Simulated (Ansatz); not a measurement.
Mulliken charges of BrCl2HSn, SMILES `[Cl][SnH]([Cl])[Br]` from ωB97M-V/def2-TZVPP in Ansatz (PBE0-D4/def2-TZVP geometry).

| atom | x (Å) | y (Å) | z (Å) | charge (e) |
| --- | --- | --- | --- | --- |
| Cl1 | 0.115 | -1.163 | 1.928 | -0.295 |
| Sn2 | 0.160 | -0.052 | -0.088 | 0.883 |
| Cl3 | 0.126 | 2.202 | 0.384 | -0.295 |
| Br4 | -1.897 | -0.600 | -1.296 | -0.257 |
| H5 | 1.547 | -0.460 | -0.969 | -0.036 |

Question: By hand: the dipole of these point charges (1 e Å = 4.8032 D).

Answer: Σ q r = (0.502, -0.182, -0.392) e Å, of length 0.662 e Å = 3.18 D.

Question: How does the dipole of the full density compare? (Best estimate.)

Answer: The calculation gave: (0.280, -0.119, -0.258) e Å, 1.92 D; the point charges give 1.66 times that, at 5° from its direction.

Point charges leave out the atoms' own dipoles, such as those of lone pairs, and Mulliken's split depends on the basis, so the two needn't agree.
